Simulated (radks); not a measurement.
Spherical quantum dot in the effective-mass picture: electrons in a parabolic well V = omega^2 r^2 / 2 with omega = 0.0568, all in effective atomic units (hartree* = m*/eps^2 hartree, bohr* = eps/m* bohr), one dielectric constant everywhere. Calculated with a radial shooting solver with Libxc functionals: non-relativistic Kohn-Sham, LDA (Slater exchange, Perdew-Wang correlation), spin-polarised, spherical densities. Levels are named by radial order and angular momentum (1s, 1p, 1d, 2s, ...), and open shells are averaged over m. Results are scaled to m* = 0.059 and eps = 12.8, for which hartree* = 9.799 meV and bohr* = 11.48 nm.

N = 18, configuration 1s2 1p6 1d10. This is the lowest configuration that the search found (a dilute case). Occupied and some empty levels:

level  occupation  eigenvalue (meV)  <r> (nm)
1s              2            13.999     124.2
1p              6            14.106     146.7
1d             10            14.243     158.8
2s              0            14.308     115.2
1f              0            14.411     167.5
2p              0            14.554     129.3

Energy (meV): total 150.513, kinetic 4.6832, external 52.275, Hartree 109.24, exchange-correlation -15.686.

Electron density:

r (nm)  n(r) (e/nm^3)
6.22        2.438e-07
21.9        2.540e-07
37.5        2.783e-07
53.1        3.204e-07
68.8        3.822e-07
84.4        4.613e-07
100         5.505e-07
116         6.346e-07
131         6.881e-07
147         6.785e-07
163         5.820e-07
178         4.155e-07
194         2.367e-07
210         1.044e-07
225         3.487e-08
241         8.938e-09
256         1.757e-09
272         2.662e-10
288         3.100e-11
303         2.838e-12
